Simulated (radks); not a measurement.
The numbers below are computed, except where a source is named.
Au+, configuration [Xe] 4f14 5d9 6s1 (not the ground configuration). Code: a radial shooting solver on a logarithmic mesh with Libxc functionals. Model: scalar-relativistic Kohn-Sham, PBE, spin-unpolarised, spherical densities, finite nucleus; Fermi nuclear charge, rms radius 5.427 fm. Some entries of the table are withheld. Estimate them.

orbital  occ.  eigenvalue (hartree)  r(max) (bohr)
1s          2             -2967.632        0.01042
2s          2             -524.0024        0.06018
2p          6             -453.2136            (1)
3s          2             -124.0125         0.1697
3p          6             -103.4681         0.1690
3d         10                   (2)         0.1376
4s          2             -27.25559         0.3827
4p          6             -20.51611         0.4028
4d         10             -12.41241         0.4103
5s          2                   (3)         0.8479
4f         14                   (4)         0.3755
5p          6              -2.62385         0.9520
5d          9              -0.64955            (5)
6s          1              -0.52697          2.197

Answer. 
(1) 2p r(max) (bohr): 0.04981
(2) 3d eigenvalue (hartree): -81.48145
(3) 5s eigenvalue (hartree): -4.41149
(4) 4f eigenvalue (hartree): -3.41666
(5) 5d r(max) (bohr): 1.203
